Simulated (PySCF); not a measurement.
# Ionisation energy of Bi⁺ by level of theory

Bi⁺ [Xe] 4f14 5d10 6s2 6p2 (3P) → Bi²⁺ [Xe] 4f14 5d10 6s2 6p1 (2P), as a difference of total energies. All numbers are calculated (PySCF 2.14, a scalar-relativistic core potential, in aug-cc-pVTZ-PP with ECP60MDF). Correlated levels: valence: 5s2 5p6 5d10 frozen. The calculations carry no spin-orbit coupling.

```csv
method,ionisation energy (eV)
UHF,15.310
LDA,15.985
PBE,15.767
PBE0,15.826
r2SCAN,15.912
MN15,15.869
TPSS,15.712
r2SCANh,15.932
PW91,15.842
MP2 (valence),15.581
SCS-MP2 (valence),15.523
```

Problem. How much does correlation contribute at MP2 (valence)?

Solution. 15.581 − (15.310) = 0.271 eV, measured against UHF.

Spin-orbit coupling is strong in these open shells (close to jj coupling). The scalar numbers leave it out and a first-order estimate fails, so it can dominate the gap to the real levels.

Errors of the correlated levels include the incompleteness of this basis and the frozen core.

For comparison: 16.703 eV (measured; NIST Atomic Spectra Database, ionization energies).
